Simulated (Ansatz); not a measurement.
Reactions of CH$_{3}$FGe (`[CH3][Ge][F]`).

Program: Ansatz. Geometries: PBE0-D4/def2-TZVP. ΔE: electronic, gas phase. CCSD(T)/CBS adds triple-zeta CCSD(T) − MP2 to the extrapolated MP2 energy (def2 sets, frozen cores). This one scheme is used for every species. Functionals use def2-TZVPP. Triplets are unrestricted, without spin–orbit coupling. Elements past krypton have def2 core potentials. For Br, Ge, Te, Zn outer-core shells are correlated without core-valence functions, which leaves a few kJ/mol of doubt a bond. Scalar relativity is left out up to krypton. One conformer a species, not always the lowest.

| reaction | PBE0-D4 (kJ/mol) | CCSD(T)/CBS(def2) (kJ/mol) |
| --- | --- | --- |
| `[CH3][Ge][F]` + CH₃OH → `C[O][Ge][F]` + CH₄ | -127 | -129 |
| `[CH3][Ge][F]` + `CSB(C)C` → `C[S][Ge][F]` + `CB(C)C` | -32 | -26 |
| `[CH3][Ge][F]` + H₂ → `[F][GeH]` + CH₄ | -21 | -15 |
| `[CH3][Ge][F]` + `FC(F)(F)[TeH]` → `C[Te]C(F)(F)F` + `[F][GeH]` | 35 | 33 |
| `[CH3][Ge][F]` → `[CH2]` (triplet) + `[F][GeH]` | 481 | 488 |
| `[CH3][Ge][F]` + `[NH2][Zn][O][SiH3]` → `[F][Ge][O][SiH3]` + `[CH3][Zn][NH2]` | -61 | -55 |
| `[CH3][Ge][F]` + `CNCSS` → `[F][Ge][SH]` + `CNCSC` | -86 | -85 |
| `[CH3][Ge][F]` + HBr → `[CH3][Ge][Br]` + H–F | -32 | -29 |
| `[CH3][Ge][F]` + HCl → `[CH3][Ge][Cl]` + H–F | -21 | -18 |
| `[CH3][Ge][F]` + HBr → `[F][Ge][Br]` + CH₄ | -164 | -156 |

Largest T1 diagnostic: 0.015, for `[NH2][Zn][O][SiH3]`.
